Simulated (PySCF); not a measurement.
**A survey of 17O NMR shifts**

Non-relativistic, averaged over atoms made equivalent by symmetry, fast rotation or ring inversion, no solvent model, one conformer. GFN2-xTB structure; σ from GIAO-PBE0/pcSseg-1; PySCF 2.14.0 with density-fitted response routines.

Shieldings were converted by a linear fit to measured shifts: 17O (scatter 10.7 ppm rms, 12.2 ppm with the 3 outliers that the fit left out vs liquid water, solution or neat liquid). A few per cent of atoms miss by over 2 rms, more outside the fitted compound classes.

**Question.** Give the 17O shifts of `CCO[Si@@H](F)O[SiH3]`, `CCO[SiH2]/C(F)=C\C=O`, `O=C[SiH2]Cc1cccs1`, `CC(=O)[Si@@H](C=O)[C@@H](C)F`, `CCO[SiH2][SiH2][Si@H](O)[SiH3]`, `OCC[Si@H](F)O[SiH3]`, `CO[C@H]1C=C(F)C[SiH2]O1`.

**Answer.** 
```
                                                         compound                                       environment  δ (ppm)
                 [CH3:1][CH2:2][O:3][Si@@H:4]([F:5])[O:6][SiH3:7]                        O3: oxygen bonded to C, Si     29.1
                 [CH3:1][CH2:2][O:3][Si@@H:4]([F:5])[O:6][SiH3:7]                         O6: oxygen bonded to 2 Si      0.9
     [CH3:1][CH2:2][O:3][SiH2:4]/[C:5]([F:6])=[CH:7]\[CH:8]=[O:9]                               O9: aldehyde oxygen    608.6
     [CH3:1][CH2:2][O:3][SiH2:4]/[C:5]([F:6])=[CH:7]\[CH:8]=[O:9]                        O3: oxygen bonded to C, Si    -10.2
                                                O=C[SiH2]Cc1cccs1                                   carbonyl oxygen    846.3
[CH3:1][C:2](=[O:3])[Si@@H:4]([CH:5]=[O:6])[C@@H:7]([CH3:8])[F:9]                               O6: carbonyl oxygen    827.9
[CH3:1][C:2](=[O:3])[Si@@H:4]([CH:5]=[O:6])[C@@H:7]([CH3:8])[F:9]                               O3: carbonyl oxygen    742.8
      [CH3:1][CH2:2][O:3][SiH2:4][SiH2:5][Si@H:6]([OH:7])[SiH3:8]                        O3: oxygen bonded to C, Si    -20.2
      [CH3:1][CH2:2][O:3][SiH2:4][SiH2:5][Si@H:6]([OH:7])[SiH3:8]                        O7: oxygen bonded to Si, H    -35.0
                 [OH:1][CH2:2][CH2:3][Si@H:4]([F:5])[O:6][SiH3:7]                                O1: alcohol oxygen     14.1
                 [OH:1][CH2:2][CH2:3][Si@H:4]([F:5])[O:6][SiH3:7]                         O6: oxygen bonded to 2 Si      3.4
     [CH3:1][O:2][C@H:3]1[CH:4]=[C:5]([F:6])[CH2:7][SiH2:8][O:9]1                                  O2: ether oxygen     35.3
     [CH3:1][O:2][C@H:3]1[CH:4]=[C:5]([F:6])[CH2:7][SiH2:8][O:9]1  O9: oxygen bonded to C, Si, in a 6-membered ring     15.4
```
